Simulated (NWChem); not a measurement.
# CH₃ClOSi, singlet; SMILES CO[Si]Cl

```xyz
7

Si     1.1237     0.1022     0.0001
Cl    -0.4759     1.5053     0.0000
O      0.3205    -1.3359    -0.0002
C     -1.0158    -1.7716     0.0001
H     -1.7176    -0.9227    -0.0037
H     -1.1952    -2.3944    -0.8900
H     -1.1972    -2.3879     0.8943
```
Atoms are numbered in this order, from 1.

Results from NWChem. Pople sets run with spherical d functions. Low-valent species are run as closed-shell singlets; no triplet was tried in these runs. Geometry: optimised at PBE0/def2-SVP. Vertical excitations in the gas phase; the lowest state need not have the same character in each row.

Q: Among these, which level gives the lowest value of “lowest excitation, singlet (eV)”?
A. BHandHLYP/6-31+G*, full TDDFT
B. B3LYP/6-31+G*, full TDDFT
C. PBE/6-31+G*, full TDDFT
D. LRC-wPBEh/6-31+G*, full TDDFT

A: C, PBE/6-31+G*, full TDDFT. Values: PBE/6-31+G*, full TDDFT 4.49; B3LYP/6-31+G*, full TDDFT 4.63; LRC-wPBEh/6-31+G*, full TDDFT 4.68; BHandHLYP/6-31+G*, full TDDFT 4.78
